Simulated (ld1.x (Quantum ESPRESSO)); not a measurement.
Which change was made? (Os, TM)

osmium, norm-conserving Troullier–Martins (Kleinman–Bylander form), made with ld1.x (Quantum ESPRESSO) 7.5 (PBE, scalar-relativistic). Core [Xe] 4f14, reference 5d6 6s1 6p0 (charge +1). Waves: 6s (bound): rc 2.25 bohr; 6p (bound, empty): rc 2.70 bohr; 5d (bound): rc 2.00 bohr. Local part: all-electron potential smoothed inside 2.65 bohr (lloc = -2). Core correction: a·sin(br)/r model core inside 2.00 bohr.

Cutoffs, loose and tight: the cutoffs (Ry, on a coarse ladder) from which the occupation-weighted sum of valence levels, in a spherical-Bessel basis at the reference potential, stays within 10 and 1 mRy of its value at 400 Ry. They do not see the model core or the augmentation charge, which bear on the density cutoff. Test errors are all-electron minus pseudo excitation energies from the reference, over the configurations 5d6 6s2 6p0; 5d6 6s0 6p0; 5d5 6s0 6p0; 5d6 6s0 6p1; 5d5 6s2 6p0; 5d5 6s2 6p1; 5d4 6s0 6p0; variants that change the core or the reference have their own tests.

The base gives: outcome: generated; cutoff, loose: 35 Ry; cutoff, tight: 45 Ry; bound ghosts: none; largest test error (meV): -521.

Q: After one change the result is: outcome: generated; cutoff, loose: 100 Ry; cutoff, tight: 180 Ry; bound ghosts: s; largest test error (meV): -593. Which change was it?
A. all radii but the core radius scaled by about 1.41 (s 3.16, p 3.80, d 2.82 bohr); local potential all-electron potential smoothed inside 3.72 bohr (lloc = -2)
B. wave 6s (bound): rc 2.25 bohr becomes 6s (bound): rc 1.52 bohr
C. core correction a·sin(br)/r model core inside 2.44 bohr

A: B. The others give: core correction a·sin(br)/r model core inside 2.44 bohr → outcome: generated; cutoff, loose: 35 Ry; cutoff, tight: 45 Ry; bound ghosts: none; largest test error (meV): -353 | all radii but the core radius scaled by about 1.41 (s 3.16, p 3.80, d 2.82 bohr); local potential all-electron potential smoothed inside 3.72 bohr (lloc = -2) → outcome: generated; cutoff, loose: 30 Ry; cutoff, tight: 35 Ry; bound ghosts: s; largest test error (meV): -818.
